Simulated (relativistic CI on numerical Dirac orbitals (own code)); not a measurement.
## Hyperfine structure of Sb31+, mass number 123

Calculated at this level of theory: Dirac-Coulomb-Breit CI, orbitals from a KLI potential per configuration, model QED, unscaled Slater integrals (own radial code, finite nucleus).

CI space (outside the closed core [Ne]): 3s²3p⁶3d², 3s²3p⁵3d³, 3s3p⁶3d³, 3s²3p⁶3d4s, 3s²3p⁶3d4p, 3s²3p⁶3d4d, 3s²3p⁵3d²4s, 3s²3p⁶3d4f, 3s²3p⁵3d²4p, 3s²3p⁵3d²4d, 3p⁶3d⁴, 3p⁵3d⁵, 3p⁵3d⁴4s, 3p⁶3d³4s, 3p⁵3d³4s². Double excitations out of closed p, d and f shells are left out; levels of such configurations are missing from the list, as are those of other unlisted configurations, and high levels can miss mixing partners. These lack a partner that the ground configuration has and come out too high: 3s²3p⁵3d²4p, 3s²3p⁵3d²4d.

Nuclear spin I = 7/2, μ = 2.5457 μN, Q = -0.692 b (tables of Stone and Pyykkö). The electronic factors are computed for point nuclear moments, without core polarisation or the Bohr-Weisskopf and QED corrections.

```json
{"Level": "3s²3p⁶3d² ³F2", "E (cm⁻¹)": "0.0", "A (MHz)": "19450", "B (MHz)": "-2690"}
{"Level": "3s²3p⁶3d² ³F3", "E (cm⁻¹)": "84581.3", "A (MHz)": "11330", "B (MHz)": "-5580"}
{"Level": "3s²3p⁶3d² ³F4", "E (cm⁻¹)": "137852.1", "A (MHz)": "10620", "B (MHz)": "-14700"}
{"Level": "3s²3p⁶3d² ³P1", "E (cm⁻¹)": "158294.3", "A (MHz)": "-290.6", "B (MHz)": "-5460"}
{"Level": "3s²3p⁶3d² ¹G4", "E (cm⁻¹)": "226743.8", "A (MHz)": "9640", "B (MHz)": "-24600"}
{"Level": "3s²3p⁶3d² ³P2", "E (cm⁻¹)": "247948.5", "A (MHz)": "7840", "B (MHz)": "9300"}
```

Levels with J = 0, under 50 % of one LS term, or S terms without an open s electron are left out. Small factors come from cancelling terms and can be off by tens of per cent or more.

At this charge energies of transitions that change n are usually good to better than 1 %, and those within a shell (Δn = 0) to a few per cent. Terms inside the open d or f shell come out 10 to 20 % too wide with unscaled integrals.

Task: Give the hyperfine levels of 3s²3p⁶3d² ³F2 relative to its centre of gravity.

Result: With K = F(F + 1) − I(I + 1) − J(J + 1), E = AK/2 + B[¾K(K + 1) − I(I + 1)J(J + 1)]/[2I(2I − 1)J(2J − 1)]: F = 3/2: -176500, F = 5/2: -126700, F = 7/2: -57590, F = 9/2: 30090, F = 11/2: 135500 MHz.

LS names give the leading component of a level, which can be under half, so a name can repeat, a term be missing and a line seem to break the LS rules.
